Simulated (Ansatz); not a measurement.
Species: CH$_{5}$AsB, charge 0, doublet. CH5AsB (SMILES C[B][AsH2], doublet).
B3LYP-D3(BJ)/def2-TZVP minimum from Ansatz (a program for electronic structure):
```
B
C 1 1.5411
H 2 1.0925 1 113.50
H 2 1.0960 3 108.94 1 128.64
H 2 1.0998 3 106.16 4 114.84
As 1 1.9929 2 132.60 3 160.43
H 6 1.5170 1 98.01 2 -147.99
H 6 1.5279 7 95.21 1 -100.39
```
Charge 0, spin multiplicity 2.

Total energies in hartree (Ansatz). Radicals and triplets start from unrestricted determinants; spin-orbit coupling is neglected. Cores are frozen in correlated methods (noble-gas shells, and filled d and f shells in the p block). No relativity. For partners of very few electrons the exact lower level stands in for a higher one.

```tsv
species	HF/cc-pVTZ	CCSD(T)/cc-pVTZ	HF/cc-pVQZ	CCSD(T)/cc-pVQZ	CCSD(T)/cc-pVDZ	CCSDT(Q)/cc-pVDZ
1: CH5AsB (SMILES C[B][AsH2], doublet)	-2299.66189	-2300.11894	-2299.66922	-2300.14972	-2299.94939	-2299.95136
2: B (doublet)	-24.53207	-24.59810	-24.53297	-24.60084	-24.58941	-24.58977
3: As (quartet)	-2234.23714	-2234.32576	-2234.23956	-2234.33229	-2234.23709	-2234.23734
4: H (doublet)	-0.49981	-0.49981	-0.49995	-0.49995	-0.49928	-0.49928
5: C (triplet)	-37.69157	-37.78076	-37.69331	-37.78654	-37.76038	-37.76071
```

**Question.** Work out the atomisation energy (electronic, to ground-state atoms) in kJ/mol: take Hartree-Fock from cc-pVQZ, extrapolate the CCSD(T) correlation energy as X^-3 (X = 3, 4), and add CCSDT(Q) - CCSD(T) in cc-pVDZ. 1 hartree = 2625.5 kJ/mol.

**Answer.** 
Species 1: correlation (64·(-0.48050) - 27·(-0.45705))/37 = -0.49761; step -0.00197; E1 = -2299.66922 + (-0.49761) + (-0.00197) = -2300.16880
Species 2: correlation (64·(-0.06787) - 27·(-0.06603))/37 = -0.06921; step -0.00036; E2 = -24.53297 + (-0.06921) + (-0.00036) = -24.60254
Species 3: correlation (64·(-0.09273) - 27·(-0.08862))/37 = -0.09573; step -0.00025; E3 = -2234.23956 + (-0.09573) + (-0.00025) = -2234.33554
Species 4: correlation (64·(0.00000) - 27·(0.00000))/37 = 0.00000; step +0.00000; E4 = -0.49995 + (0.00000) + (+0.00000) = -0.49995
Species 5: correlation (64·(-0.09323) - 27·(-0.08919))/37 = -0.09618; step -0.00033; E5 = -37.69331 + (-0.09618) + (-0.00033) = -37.78982
-1·E1 +1·E2 +1·E3 +5·E4 +1·E5 = 0.94115 hartree = 2471.0 kJ/mol.
